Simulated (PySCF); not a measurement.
The multiplicity was assumed; other spin states weren't computed. def2 core potentials replace the inner electrons of Au.

B3LYP has the VWN-RPA correlation part, as in Gaussian. Delta-SCF ions had no search for a lower state. Excitations are Tamm–Dancoff values on a coarser integration grid. The basis has no diffuse functions, so Rydberg states are missing or too high.

Cartesian coordinates (Å):
```xyz
10

Au    -3.2615    -2.9315     0.6396
S     -2.4871    -0.9606    -0.1955
Si    -0.4147    -1.0234     0.4298
Si     0.4138     1.0249    -0.4275
S      2.4899     0.9546     0.1848
Au     3.2633     2.9283    -0.6446
H      0.3553    -2.1696    -0.1678
H     -0.2420    -1.0528     1.9241
H     -0.3492     2.1718     0.1775
H      0.2319     1.0583    -1.9206
```
Charge 0, multiplicity 1.

**Question.** What is the computed vertical electron affinity (Delta-SCF), total energy, S1–T1 gap (TDA), LUMO and T1 excitation (TDA) (B3LYP-D3(BJ)/def2-TZVP // PBE-D3(BJ)/def2-SVP (PySCF))?

**Answer.** 
The vertical electron affinity (Delta-SCF) is 2.34 eV, the total energy comes out as -1649.5783 Ha and the S1–T1 gap (TDA) is 0.44 eV. The LUMO comes out as -3.73 eV and the T1 excitation (TDA) is 1.56 eV.
